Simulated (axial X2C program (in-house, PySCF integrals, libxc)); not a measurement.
**Spin–orbit effects along a row: molecules with Li (ions), CCSD(T)**

Computed with an in-house all-electron X2C program for linear molecules (integrals from PySCF), spin-free (one-electron X2C) or two-component (2c: spin–orbit coupling with atomic mean-field Coulomb and Gaunt terms, which also bring small scalar terms), in Dyall basis sets with cores contracted in-house; open shells are unrestricted.

Basis sets: Ag dyall-cv3z, Cd dyall-cv3z, I dyall-cv3z, In dyall-cv3z, Li dyall-cv3z, Mo dyall-cv3z, Pd dyall-cv3z, Rb dyall-cv3z, Sr dyall-cv3z, Tc dyall-cv3z. Frozen shells (counts by l): LiRb⁺ Rb 3s2p1d, Li 1s, 9 electrons correlated; LiSr⁺ Sr 3s2p1d, Li 1s, 10 electrons correlated; LiMo⁺ Mo 3s2p1d, Li 1s, 14 electrons correlated; LiTc⁺ Tc 4s3p1d, Li 1s, 7 electrons correlated; LiPd⁺ Pd 4s3p1d, Li 1s, 10 electrons correlated; LiAg⁺ Ag 4s3p1d, Li 1s, 11 electrons correlated; LiCd⁺ Cd 4s3p1d, Li 1s, 12 electrons correlated; LiIn⁺ In 4s3p1d, Li 1s, 13 electrons correlated; LiI⁺ I 4s3p2d, Li 1s, 7 electrons correlated. Coupled cluster in natural virtuals with an MP2 remainder. Where the outer core of a metal is frozen, bonds come out longer and ionisation energies lower. Frozen cores can differ along the series, which adds to the trend.

| molecule | spin-free state | Re (Å) | ωe (cm⁻¹) | De (eV) | 2c state | Re 2c (Å) | ωe 2c (cm⁻¹) | De 2c (eV) |
| --- | --- | --- | --- | --- | --- | --- | --- | --- |
| LiRb⁺ | M_S = 1/2, Λ = 0 | 4.059 | 137.7 | 0.50 | Ω = 1/2 | 4.058 | 137.8 | 0.50 |
| LiSr⁺ | M_S = 0, Λ = 0 | 3.449 | 224.3 | 1.33 | Ω = 0 | 3.449 | 224.4 | 1.33 |
| LiMo⁺ | M_S = 3, Λ = 0 | 2.956 | 232.2 | 0.82 | Ω = 3 | 2.956 | 232.0 | 0.81 |
| LiTc⁺ | M_S = 5/2, Λ = 0 | 2.911 | 268.1 | 0.94 | Ω = 5/2 | 2.911 | 268.0 | 0.94 |
| LiPd⁺ | M_S = 0, Λ = 0 | 2.470 | 285.8 | 0.70 | Ω = 0 | 2.473 | 285.4 | 0.70 |
| LiAg⁺ | M_S = 1/2, Λ = 0 | 2.790 | 222.5 | 0.63 | Ω = 1/2 | 2.790 | 222.4 | 0.63 |
| LiCd⁺ | M_S = 0, Λ = 0 | 2.818 | 239.4 | 0.59 | Ω = 0 | 2.818 | 239.3 | 0.59 |
| LiIn⁺ | M_S = 1/2, Λ = 0 | 3.215 | 196.0 | 1.24 | Ω = 1/2 | 3.210 | 195.8 | 1.08 |
| LiI⁺ | M_S = 1/2, Λ = 1 | 2.759 | 282.7 | 0.66 | Ω = 3/2 | 2.762 | 282.5 | 0.68 |

Work out the shifts from the spin-free to the two-component result.



```json
{"molecule": "LiRb⁺", "2c state": "Ω = 1/2", "ΔRe (Å)": "-0.001", "Δωe (cm⁻¹)": "noise", "ΔDe (eV)": "0.00"}
{"molecule": "LiSr⁺", "2c state": "Ω = 0", "ΔRe (Å)": "0.000", "Δωe (cm⁻¹)": "noise", "ΔDe (eV)": "0.00"}
{"molecule": "LiMo⁺", "2c state": "Ω = 3", "ΔRe (Å)": "0.000", "Δωe (cm⁻¹)": "noise", "ΔDe (eV)": "-0.01"}
{"molecule": "LiTc⁺", "2c state": "Ω = 5/2", "ΔRe (Å)": "0.000", "Δωe (cm⁻¹)": "-0.1", "ΔDe (eV)": "0.00"}
{"molecule": "LiPd⁺", "2c state": "Ω = 0", "ΔRe (Å)": "0.003", "Δωe (cm⁻¹)": "noise", "ΔDe (eV)": "0.00"}
{"molecule": "LiAg⁺", "2c state": "Ω = 1/2", "ΔRe (Å)": "0.000", "Δωe (cm⁻¹)": "-0.1", "ΔDe (eV)": "0.00"}
{"molecule": "LiCd⁺", "2c state": "Ω = 0", "ΔRe (Å)": "0.000", "Δωe (cm⁻¹)": "-0.1", "ΔDe (eV)": "0.00"}
{"molecule": "LiIn⁺", "2c state": "Ω = 1/2", "ΔRe (Å)": "-0.005", "Δωe (cm⁻¹)": "-0.2", "ΔDe (eV)": "-0.16"}
{"molecule": "LiI⁺", "2c state": "Ω = 3/2", "ΔRe (Å)": "0.003", "Δωe (cm⁻¹)": "-0.2", "ΔDe (eV)": "0.02"}
```

Shifts of one unit in the last digit are rounding. Where the truncated virtual spaces of the two runs make Δωe unreliable it is marked noise.

Fragments in 2c: Rb+ + Li, Sr + Li+, Mo + Li+, Tc + Li+, Pd + Li+, Ag + Li+, Cd + Li+, In + Li+, I + Li+. Each entry is the lowest single determinant of a limited PBE0 search at one distance. De goes to single-determinant-based atoms at the same level (for ions the charge split of lowest energy) and is withheld (n/a) where an atom does not fit its ground term or J level. Main or longest-lived isotopes. One determinant is a doubtful description, or other states lie close, for LiMo⁺, LiTc⁺; these need not be ground states, and all values refer to the states named. Some open-shell Ω = 0 determinants are out of reach, so the Ω given for LiMo⁺ need not be the lowest component. With several unpaired electrons the Ω given is that of one determinant, not necessarily of the lowest component.
